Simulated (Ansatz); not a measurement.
ammonium (H₄N), SMILES [NH4+], charge +1.

The structure is a stationary point at B3LYP-D3(BJ)/def2-TZVPD.

Two levels are set side by side: PBE/def2-TZVPD (Ansatz, a program for electronic structure) and CAM-B3LYP/def2-TZVPD (Ansatz). Energy differences of separate SCF runs at the same geometry; the states with an electron removed or added have multiplicity 2 and 2. Differences are taken from unrounded values.

```tsv
quantity	CAM-B3LYP	PBE	PBE minus CAM-B3LYP
vertical ionisation energy (eV)	26.53	26.42	-0.12
vertical electron affinity (eV)	4.47	4.55	0.08
vertical singlet–triplet gap (eV)	14.38	14.15	-0.23
```

On these quantities the two levels nearly agree.
